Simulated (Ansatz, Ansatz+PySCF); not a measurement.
| atom | x (Å) | y (Å) | z (Å) |
| --- | --- | --- | --- |
| Li | 0.0000 | 0.0000 | -4.7400 |
| O | 0.0000 | 0.0000 | 0.0000 |
| H | 0.0000 | 0.0000 | 0.9500 |

Basis set: def2-SVP (spherical functions). Charge 0, multiplicity 1.

Computed with Ansatz (development build ahead of 0.2.0); each method stands on the lowest determinant of its kind that the runs found.

Q: Give the atomization energy at this shape (free ground-state atoms in the same class of orbitals less the molecule, no zero-point energy) of singlet LiHO by PBE0 (unrestricted), UHF.

A:

```csv
method,atomization energy
PBE0 (unrestricted),430.9 kJ/mol
UHF,278.4 kJ/mol
```

Caution: the shape is not the minimum; the unrestricted determinant is a mixture of spin states. Caution for PBE0 (unrestricted): charge can spread falsely over distant fragments.
